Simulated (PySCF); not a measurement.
# Excitation energy of Tl by level of theory

Tl [Xe] 4f14 5d10 6s2 6p1 (2P) → Tl [Xe] 4f14 5d10 6s2 7s1 (2S), as a difference of total energies. Computed with PySCF 2.14 in aug-cc-pVTZ-DK3 (9s8p6d3f, 84 functions), with scalar relativity by spin-free X2C-1e. Correlated levels: valence: [Xe] 4f14 5d10 frozen. The calculations carry no spin-orbit coupling.

| method | excitation energy (eV) |
| --- | --- |
| UHF | 2.437 |
| MP2 (valence) | 2.489 |
| SCS-MP2 (valence) | 2.489 |
| CCSD (valence) | 2.511 |
| CCSD(T) (valence) | 2.513 |

Q: How much does correlation contribute at CCSD(T) (valence)?

A: 2.513 − (2.437) = 0.076 eV, measured against UHF.

Errors of the correlated levels include the incompleteness of this basis and the frozen core.

For comparison: 2.639 eV (measured; NIST levels, between the centres of gravity of the two terms).
